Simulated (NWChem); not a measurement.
System: C3H7Si, doublet; SMILES C1C[SiH]C1

Input file for NWChem:

```
start job
memory heap 200 mb stack 700 mb global 900 mb
geometry units angstroms noautoz
  C      0.202748    -1.258755     0.000000
  C     -0.158375    -0.349670     1.220708
  Si     0.019035     1.122637     0.000000
  C     -0.158375    -0.349670    -1.220708
  H      1.277363    -1.470108     0.000000
  H     -0.328052    -2.220814     0.000000
  H     -1.190494    -0.510110     1.548328
  H      0.501957    -0.425042     2.088316
  H      1.424783     1.661592     0.000000
  H      0.501957    -0.425042    -2.088316
  H     -1.190494    -0.510110    -1.548328
end
basis spherical
  C library 6-31g*
  Si library 6-31g*
  H library 6-31g*
end
dft
  odft
  mult 2
  xc hfexch
  iterations 150
  mulliken
end
task dft energy
```

In the optimisation the excess spin sits in a' (Cs, its own frame). Coordinates come from a B3LYP/6-31G* (spherical d), spin-unrestricted optimisation. No stability test was run on the SCF state.

Q: Give the results of this calculation. (UHF/6-31G* (spherical d).) Quantities: energy (Ha); highest occupied level (eV); lowest empty minus highest occupied level, either spin (eV); dipole (D); <S²>.

A: energy (Ha): -406.53
highest occupied level (eV): -8.40
lowest empty minus highest occupied level, either spin (eV): 9.92
dipole (D): 0.46
<S²>: 0.753
